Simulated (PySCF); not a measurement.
C7H14Si.
Atom-mapped SMILES: `[CH2:1]=[CH:2][CH2:3][C@H:4]1[CH2:5][CH2:6][SiH2:7][CH2:8]1` (hydrogens: H9, H10 on C1; H11 on C2; H12, H13 on C3; H14 on C4; H15, H16 on C5; H17, H18 on C6; H19, H20 on Si7; H21, H22 on C8)

The same species was optimised twice, with GFN2-xTB and with PBE0-D3(BJ)/def2-SVP (PySCF), and the same property calculations (PySCF, gas phase) were run on both structures.

```
     coordinate  GFN2-xTB  PBE0-D3(BJ)/def2-SVP  change
      C1=C2 (Å)     1.319                 1.334  +0.015
     Si7–C8 (Å)     1.904                 1.897  -0.007
      C4–C8 (Å)     1.533                 1.539  +0.006
     C6–Si7 (Å)     1.907                 1.901  -0.006
      C4–C5 (Å)     1.530                 1.535  +0.005
      C5–C6 (Å)     1.530                 1.535  +0.005
      C3–C4 (Å)     1.533                 1.531  -0.002
      C2–C3 (Å)     1.494                 1.495  +0.001
  C6–Si7–C8 (°)      93.4                  95.3    +1.9
   C2–C3–C4 (°)     111.7                 113.4    +1.7
   C3–C4–C8 (°)     112.0                 113.4    +1.4
  C5–C6–Si7 (°)     104.4                 103.2    -1.2
  C4–C8–Si7 (°)     105.1                 104.0    -1.1
   C4–C5–C6 (°)     108.4                 109.3    +0.9
   C1–C2–C3 (°)     124.7                 125.6    +0.9
   C3–C4–C5 (°)     112.0                 112.6    +0.6
C1–C2–C3–C4 (°)       120                   120       0
C2–C3–C4–C5 (°)       176                   175      -1
```

Rotational constants: A = 3591, B = 921.7, C = 781.8 MHz (GFN2-xTB) against A = 3616, B = 903.2, C = 769.8 MHz (PBE0-D3(BJ)/def2-SVP). Point groups within 0.08 Å: C1 and C1.

On the GFN2-xTB structure: HOMO (eV) -7.37 [PBE0/pcSseg-1]; LUMO (eV) 0.51 [PBE0/pcSseg-1]; dipole (D) 0.48 [PBE0/pcSseg-1]; GIAO shielding of C1 (ppm) 65.4 [PBE0/pcSseg-1]; GIAO shielding of C2 (ppm) 38.1 [PBE0/pcSseg-1]; GIAO shielding of C3 (ppm) 138.0 [PBE0/pcSseg-1]; GIAO shielding of C4 (ppm) 141.6 [PBE0/pcSseg-1]; GIAO shielding of C5 (ppm) 147.7 [PBE0/pcSseg-1]; GIAO shielding of C6 (ppm) 176.3 [PBE0/pcSseg-1]; GIAO shielding of Si7 (ppm) 380.4 [PBE0/pcSseg-1]; GIAO shielding of C8 (ppm) 169.9 [PBE0/pcSseg-1].

Task: What do these properties become on the PBE0-D3(BJ)/def2-SVP structure?

Result: 
```
                                    property          level  on GFN2-xTB  on PBE0-D3(BJ)/def2-SVP  change
                                   HOMO (eV)  PBE0/pcSseg-1        -7.37                    -7.36   +0.01
                                   LUMO (eV)  PBE0/pcSseg-1         0.51                     0.39   -0.12
                                  dipole (D)  PBE0/pcSseg-1         0.48                     0.63   +0.15
energy, GFN2-xTB geometry as zero (kcal/mol)  PBE0/pcSseg-1          0.0                     -1.3    -1.3
                  GIAO shielding of C1 (ppm)  PBE0/pcSseg-1         65.4                     61.2    -4.2
                  GIAO shielding of C2 (ppm)  PBE0/pcSseg-1         38.1                     35.8    -2.3
                  GIAO shielding of C3 (ppm)  PBE0/pcSseg-1        138.0                    137.9    -0.1
                  GIAO shielding of C4 (ppm)  PBE0/pcSseg-1        141.6                    140.8    -0.8
                  GIAO shielding of C5 (ppm)  PBE0/pcSseg-1        147.7                    146.5    -1.2
                  GIAO shielding of C6 (ppm)  PBE0/pcSseg-1        176.3                    175.4    -0.9
                 GIAO shielding of Si7 (ppm)  PBE0/pcSseg-1        380.4                    376.3    -4.1
                  GIAO shielding of C8 (ppm)  PBE0/pcSseg-1        169.9                    169.6    -0.3
```

The heavy atoms differ by 0.032 Å rms after alignment. Among bonds between heavy atoms C1=C2 changes most (+0.015 Å). Changes are differences of the printed values. Neither structure is proved a minimum here.
